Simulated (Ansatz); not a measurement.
Cost and result for the atomization energy of `CO[SiH2]C[SiH3]` (15 atoms, 14 bonds).

```
atom    x (Å)    y (Å)    z (Å)
  C1   0.7570   1.0834   2.6892
  O2   0.9729   0.5110   1.4214
 Si3  -0.2581   0.1905   0.3783
  C4   0.4757  -0.5505  -1.1557
 Si5  -0.7625  -0.9953  -2.4879
  H6   0.1192   0.4478   3.3149
  H7   1.7234   1.1955   3.1839
  H8   0.2914   2.0730   2.6104
  H9  -0.9936   1.4487   0.0587
 H10  -1.2269  -0.7521   1.0101
 H11   1.0293  -1.4531  -0.8754
 H12   1.2000   0.1580  -1.5719
 H13  -1.7421  -1.9911  -1.9767
 H14  -0.0756  -1.5784  -3.6713
 H15  -1.5102   0.2128  -2.9281
```

Total charge 0; spin multiplicity 1. The geometry is a stationary point of PBE0-D4/def2-TZVP. It is one conformer, not always the lowest. Program: Ansatz. All runs use 2 threads of an AMD EPYC 7R13 on a shared host and a share of an NVIDIA H100 80 GB. Times are those of one run each, without the atoms' runs, and a repeat can differ threefold. Electronic energies, without spin–orbit coupling; frozen cores. CCSD(T)/CBS adds CCSD(T) − MP2 in def2-TZVPP to the MP2 limit, and its time is that of the two runs behind it. T1 = 0.011. B3LYP takes the VWN-RPA correlation (the form of Gaussian; ORCA's B3LYP/G).

CCSD(T)/CBS is a level of theory with its own doubt, some kJ/mol a heavy atom from the limit and from the frozen cores, so smaller differences don't rank the functionals.

```csv
level,functions,wall time,atomization (kcal/mol),difference from CCSD(T)/CBS,per bond
PBE0-D4/def2-TZVPP,317,1.9 s,1253.0,-10.1,-0.7
PBE-D4/def2-TZVPP (with forces),317,2 s,1263.2,0.1,0.0
r2SCAN-D4/def2-TZVPP (with forces),317,2.2 s,1261.0,-2.1,-0.2
B2PLYP/def2-TZVPP,317,2.3 s,1246.3,-16.8,-1.2
B3LYP-D4/def2-TZVPP (with forces),317,2.4 s,1260.3,-2.8,-0.2
ωB97X-V/def2-TZVPP,317,2.5 s,1266.9,3.8,0.3
ωB97M-V/def2-TZVPP (with forces),317,3.8 s,1264.0,0.9,0.1
MP2/def2-QZVPP,611,3.8 s,1256.6,-6.5,-0.5
CCSD(T)/def2-TZVPP,317,4.4 s,1232.9,-30.2,-2.2
CCSD(T)/CBS(def2),–,8.2 s,1263.1,0.0,0.0
```

In def2-TZVPP, CCSD(T) changes the Hartree–Fock value by +281.0 kcal/mol (the triples alone add +13.0 kcal/mol) and MP2 by +286.7 kcal/mol; breaking electron pairs costs correlation energy, which Hartree–Fock lacks. The D4 term adds +11.7 kcal/mol with B3LYP and +6.2 kcal/mol with PBE0; it sums over pairs of atoms, weighted by their polarisabilities, and B3LYP, whose exchange is more repulsive, gets the larger term. From PBE to PBE0 (25 % exact exchange), in def2-TZVPP and without D4, the atomization energy moves by −9.0 kcal/mol: exact exchange takes away binding that semilocal exchange gives to molecules.
